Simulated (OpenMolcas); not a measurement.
## Computed transition rates of V2+

```
Program             : OpenMolcas
Method              : CASSCF
Basis               : ANO-RCC-VTZP [6s5p3d2f1g]
Scalar Hamiltonian  : DKH2, point nucleus
Active space        : 3 electrons in 5 orbitals (3d)
State averaging     : 2S+1 = 4 even, 10 roots; 2S+1 = 2 even, 40 roots kept (CI in the orbitals of an earlier block)
Spin-orbit coupling : RASSI with atomic mean-field integrals over the reference wave functions, term energies averaged over their components
```

Rates come from the transition moments of the reference wave functions (E1 and E2 in the length form). At fixed line strength A goes as λ^-3 for E1 and M1 and as λ^-5 for E2, so a rate at the computed wavelength can be rescaled to the measured one. Measured vacuum wavelengths follow from level energies in Sugar and Corliss, J. Phys. Chem. Ref. Data 7, 1191 (1978). Branching counts decays inside the model space alone, at computed energies, and the table is only a selection of the E2 and M1 lines, drawn from those between levels with measured partners whose computed energy lies within a factor of 1.5 of the measured one.

| Upper | Lower | Type | λ computed (nm) | λ measured (nm) | A computed (s-1) | A rescaled (s-1) | Branching % |
| --- | --- | --- | --- | --- | --- | --- | --- |
| 3d3 2D 3/2(2) | 3d3 2G 7/2 | E2 | 254 | 328.9 | 1.63e+01 | 4.48e+00 | 74.0 |
| 3d3 2D 5/2(2) | 3d3 2G 9/2 | E2 | 256.2 | 332.4 | 1.46e+01 | 3.97e+00 | 68.3 |
| 3d3 2F 5/2 | 3d3 2G 7/2 | E2 | 506.6 | 629.7 | 1.91e-01 | 6.44e-02 | 45.9 |
| 3d3 2F 7/2 | 3d3 2G 9/2 | E2 | 515.3 | 643.5 | 1.80e-01 | 5.93e-02 | 42.9 |
| 3d3 2F 5/2 | 3d3 2H 9/2 | E2 | 675.4 | 906.1 | 1.35e-01 | 3.11e-02 | 32.6 |
| 3d3 4P 5/2 | 3d3 4F 9/2 | E2 | 690.6 | 894 | 1.01e-01 | 2.78e-02 | 69.1 |
| 3d3 4P 1/2 | 3d3 4F 3/2 | E2 | 672.7 | 868.5 | 9.69e-02 | 2.70e-02 | 61.3 |
| 3d3 2D 3/2(1) | 3d3 4F 5/2 | M1 | 464.8 | 617.9 | 8.15e-02 |  | 58.2 |
| 3d3 2D 5/2(1) | 3d3 4F 7/2 | M1 | 465.3 | 623.7 | 7.54e-02 |  | 77.8 |
| 3d3 4P 3/2 | 3d3 4F 7/2 | E2 | 686.1 | 888.9 | 7.50e-02 | 2.05e-02 | 49.2 |
| 3d3 4P 1/2 | 3d3 4F 5/2 | E2 | 679.7 | 879.6 | 6.12e-02 | 1.69e-02 | 38.7 |
| 3d3 4P 3/2 | 3d3 4F 5/2 | E2 | 676.3 | 873.6 | 5.74e-02 | 1.60e-02 | 37.7 |
| 3d3 2D 3/2(1) | 3d3 4F 3/2 | M1 | 461.5 | 612.4 | 4.61e-02 |  | 32.9 |
| 3d3 2G 9/2 | 3d3 4F 9/2 | M1 | 684.6 | 861.8 | 3.91e-02 |  | 72.1 |
| 3d3 2P 1/2 | 3d3 4P 1/2 | M1 | 1979 | 2459 | 2.07e-02 |  | 94.8 |
| 3d3 2G 7/2 | 3d3 4F 7/2 | M1 | 682.9 | 860.2 | 1.56e-02 |  | 51.5 |
| 3d3 2G 7/2 | 3d3 4F 5/2 | M1 | 673.2 | 846 | 1.36e-02 |  | 45.1 |
| 3d3 2P 3/2 | 3d3 4P 5/2 | M1 | 2034 | 2645 | 1.30e-02 |  | 32.0 |
| 3d3 2P 3/2 | 3d3 4P 3/2 | M1 | 1966 | 2526 | 1.17e-02 |  | 29.0 |
| 3d3 2H 9/2 | 3d3 2G 9/2 | M1 | 2127 | 2163 | 1.10e-02 |  | 65.3 |
| 3d3 2H 9/2 | 3d3 2G 7/2 | M1 | 2028 | 2064 | 5.61e-03 |  | 33.3 |
| 3d3 2H 11/2 | 3d3 2G 9/2 | M1 | 2049 | 2087 | 5.56e-03 |  | 97.1 |
| 3d3 4F 9/2 | 3d3 4F 7/2 | M1 | 37570 | 41270 | 5.11e-04 | 3.86e-04 | 100.0 |
| 3d3 4F 7/2 | 3d3 4F 5/2 | M1 | 47300 | 51020 | 4.11e-04 | 3.27e-04 | 100.0 |
| 3d3 4F 5/2 | 3d3 4F 3/2 | M1 | 65170 | 68730 | 1.57e-04 | 1.34e-04 | 100.0 |

Spin-changing lines and M1 lines between different terms are not rescaled, since their strength hangs on the term gaps too.

The largest correction is for 3d3 2F 5/2 → 3d3 2H 9/2 (E2): 1.35e-01 × (675.4 / 906.1)^5 = 3.11e-02 s-1, a factor of 0.23.

The computed rate and branching of 3d3 4F 5/2 → 3d3 4F 3/2 give the upper level a radiative lifetime of 1.000 / 1.57e-04 s-1 = 6.37e+03 s, counting decays inside the model space alone. The rescaled rate gives about 7.5e+03 s.

The computed order of these levels differs from the measured one in 3 places, and where term gaps are wrong the rates of spin-changing lines can be off by large factors.

These are rates of the free ion; in crystals, glasses and complexes forced electric-dipole and non-radiative decay shorten such lifetimes by orders of magnitude. No measured rate stands beside these. Rescaling mends the energy factor alone: line strengths can still be far off where a level mixes with configurations outside the active space, and weak or spin-changing lines hang on small mixing coefficients that depend on the term gaps too, so rescaling need not improve them.

Without dynamic correlation excited terms often stand tens of per cent too high (terms of higher spin than the ground term too low), and those without a measured partner can miss by more than the paired ones. Some levels mix across a computed gap that differs much from the measured one, so their mixing is not that of the real levels. Terms from blocks run as CI alone lack orbitals of their own. Measured partners are found by configuration, term and J. A level has none where our copy of the source lacks it or the pairing is in doubt (some pairs that miss far off the trend of their configuration count as doubtful). Only configurations of the active space appear.

A number in round brackets counts repeated terms of one configuration in the order of the reference energies.
